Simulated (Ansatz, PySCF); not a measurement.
BrCl, triplet, geometry from GFN2-xTB (a higher spin typed on purpose: for a closed-shell molecule this is an excited state). Base run: CAMB3LYP/6-31G* (PySCF).

Geometry (Å):
```xyz
2

Cl     0.0000     0.0000    -1.7774
Br     0.0000     0.0000     0.8633
```
Charge 0, spin multiplicity 3.
Orbitals are unrestricted.
All else is at PySCF's defaults.

The same geometry, method and basis name were run in Ansatz (a program for electronic structure) and PySCF, at each program's defaults and at the settings that a row names. The base is PySCF at its defaults. Differences at the defaults can come from grids, fitting, cores and function types together.

```
code and settings                                                               ΔE vs base (mEh)  basis functions       E (Eh)  SCF cycles  dipole (D)
------------------------------------------------------------------------------  ----------------  ---------------  -----------  ----------  ----------
PySCF, defaults (exact integrals, its default grid, spherical functions)                   0.000               50  -3034.07238          15        1.51
Ansatz, defaults (factorised integrals, its default grid, Cartesian functions)           -12.055               54  -3034.08444           -           -
PySCF, density fitting with def2-universal-jkfit                                          -0.003               50  -3034.07239          15        1.51
PySCF, fine grid                                                                           0.002               50  -3034.07238          15        1.51
Ansatz, high accuracy, Cartesian functions as the basis file defines them                -12.057               54  -3034.08444           -           -
```

Open shells are given as the SCF converged; they aren't shown to be the lowest states, and a large step between rows can be another state.
